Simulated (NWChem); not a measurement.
System: C3H4F2; SMILES FC1(F)CC1

Give the equilibrium geometry at PBE0/def2-SVP (NWChem) as a list of bonds and angles, with the point group.

point group C2v; any orientation.
Bonds (Å): F1–C2 1.339, C2–F3 1.339, C2–C4 1.474, C2–C5 1.474, C4–C5 1.534, C4–H6 1.093, C4–H7 1.093, C5–H8 1.093, C5–H9 1.093. Bond angles (°): F1–C2–F3 109.7, F1–C2–C4 119.4, F1–C2–C5 119.4, F3–C2–C4 119.4, F3–C2–C5 119.4, C4–C2–C5 62.7, C2–C4–C5 58.6, C2–C4–H6 117.5, C2–C4–H7 117.5, C5–C4–H6 117.7, C5–C4–H7 117.7, H6–C4–H7 115.8, C2–C5–C4 58.6, C2–C5–H8 117.5, C2–C5–H9 117.5, C4–C5–H8 117.7, C4–C5–H9 117.7, H8–C5–H9 115.8.
